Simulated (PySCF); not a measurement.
Dipole response of Ne⁺ (neon, charge +1)

[He] 2s2 2p5, 2P determinant. All numbers are calculated (PySCF 2.14, no relativity, point nucleus, in aug-cc-pwCVDZ (5s4p2d, 27 functions)). Coupled (time-dependent) response in atomic units; α is the mean over directions. A double-zeta set is small for polarisabilities.

```csv
method,mean α (bohr³),"α xx, yy, zz",C₆ (like pair),S(−4)
UHF,1.147,"1.219, 1.111, 1.111",2.014,0.3853
PBE,1.237,"1.288, 1.211, 1.211",2.196,0.5167
PBE0,1.208,"1.267, 1.179, 1.179",2.140,0.4691
wB97M-V,1.232,"1.285, 1.206, 1.206",2.191,0.5045
TPSS,1.231,"1.281, 1.206, 1.206",2.198,0.4970
```

S(−4) is the Cauchy moment in α(ω) = α(0) + S(−4) ω² + …

α(iu) at PBE:

```tsv
u (hartree)	α(iu) (bohr³)
0	1.237
0.0500	1.236
0.100	1.232
0.200	1.217
0.300	1.193
0.500	1.129
0.750	1.031
1.00	0.9302
1.50	0.7471
2.00	0.5972
3.00	0.3892
5.00	0.1912
```

For an ion, C₆ is the dispersion term alone; charge-induced terms of lower order in 1/R come first.

The components differ because the open shell of this determinant is not spherical; for a pure term their mean is the scalar polarisability.
